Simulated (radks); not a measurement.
Computed order of ionisation of zinc. At each step one electron was removed from each of the four highest sub-shells of the ion before, moves of one valence electron (up to charge 6) and the configuration listed by NIST were tried, and the lowest configuration was kept. Code: a radial shooting solver on a logarithmic mesh with Libxc functionals. Model: Dirac Kohn-Sham, relativistic LDA (MacDonald-Vosko exchange, VWN5 correlation), spin-unpolarised, spherical densities, finite nucleus; Fermi nuclear charge, rms radius of each element as measured or else 0.836 A^(1/3) + 0.57 fm. Sub-shells are occupied by j as written (lower j first in brackets).

species,lowest configuration found,NIST configuration,margin to the next tried (eV),IE (eV),NIST IE (eV),kind
Zn,[Ar] 3d10 4s2,same,5.113,10.168,9.394,exp.
Zn+,[Ar] 3d10 4s1,same,6.310,18.737,17.964,exp.
Zn2+,[Ar] 3d10,same,10.070,40.757,39.723,exp.
Zn3+,"[Ar] 3d(3/2: 4, 5/2: 5)",same,0.397,61.993,59.57,exp.
Zn4+,"[Ar] 3d(3/2: 4, 5/2: 4)",same,0.431,85.806,83,semi-emp.
Zn5+,"[Ar] 3d(3/2: 4, 5/2: 3)",same,0.467,111.92,108,semi-emp.
Zn6+,"[Ar] 3d(3/2: 4, 5/2: 2)",same,0.505,140.13,134,semi-emp.
Zn7+,"[Ar] 3d(3/2: 4, 5/2: 1)",same,0.544,170.32,174,semi-emp.
Zn8+,"[Ar] 3d(3/2: 4, 5/2: 0)",same,0.586,203.01,203,semi-emp.
Zn9+,"[Ar] 3d(3/2: 3, 5/2: 0)",same,73.805,236.95,238,theory
Zn10+,"[Ar] 3d(3/2: 2, 5/2: 0)",same,73.065,272.62,274.4,semi-emp.
Zn11+,"[Ar] 3d(3/2: 1, 5/2: 0)",same,72.022,309.95,311,semi-emp.
Zn12+,[Ar],same,70.676,417.93,418,semi-emp.
Zn13+,"[Ne] 3s2 3p(1/2: 2, 3/2: 3)",same,4.523,455.18,453.4,semi-emp.

Reference values: NIST Atomic Spectra Database (exp. = measured, semi-emp. = semi-empirical, theory = theoretical value adopted there). Spin polarisation and multiplet splitting are left out, so open shells lie too high by an amount that depends on their filling.

Beside tabulated values, note that spin-unpolarised runs miss the spin-polarisation part of the exchange energy of open shells.
